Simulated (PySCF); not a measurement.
Adding and removing an electron: SbBr

PBE0; Sb cc-pVDZ-PP with ECP28, Br cc-pVDZ-PP with ECP10; scalar-relativistic core potentials (PySCF 2.14). Neutral (UKS): triplet (π ↑↑), Re = 2.511 Å, ωe = 258 cm⁻¹, De = 2.69 eV, HOMO -6.35 eV, LUMO -2.98 eV.

SbBr⁺ (UKS): doublet (π ↑), Re = 2.398 Å, ωe = 313 cm⁻¹, De = 3.23 eV to Sb⁺ + Br. The energies at the minima are -657.07825 hartree for SbBr and -656.76592 for SbBr⁺.

**Question.** Work out the adiabatic ionisation energy, without and with harmonic zero-point energies (1 hartree = 27.2114 eV, 1 eV = 8065.5 cm⁻¹), and the change of the bond length.

**Answer.** At PBE0: 0.31233 hartree = 8.499 eV between the minima; the zero-point term (313.0 − 258.0)/2 cm⁻¹ = +0.003 eV makes it 8.502 eV. Re changes by -11.3 pm against the neutral. The electron leaves a π orbital, and the shorter bond of the ion fits an antibonding orbital, or a change in how ionic the bond is.

Spin–orbit coupling is left out, which matters for elements this heavy, above all for dissociation energies. For an ion De counts to the pair picked by the measured ionisation energies or electron affinities, which need not be the lowest pair at this level. States were picked by a PBE0 search and need not be the measured ground states.
